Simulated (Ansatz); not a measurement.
`[CH3][Zn][Se]C(C)C`, charge 0, multiplicity 1.

Give a relaxed structure at PBE0-D4/def2-TZVP (the Gaussian-basis code of Ansatz). (Estimate.)

Ansatz gave: 
Cartesian coordinates in Å:
```
C -0.241 -3.104 -1.169
Zn -1.048 -1.496 -0.443
Se -2.022 0.400 0.416
C -0.383 1.500 0.632
C 0.275 1.805 -0.698
C 0.582 0.891 1.628
H -1.011 -3.831 -1.435
H 0.427 -3.565 -0.438
H 0.336 -2.873 -2.067
H -0.793 2.423 1.049
H 1.101 2.511 -0.559
H -0.432 2.236 -1.407
H 0.690 0.897 -1.148
H 1.007 -0.042 1.244
H 0.094 0.669 2.578
H 1.415 1.578 1.818
```
Point group Cs.
This is one stationary point; other conformers may exist.
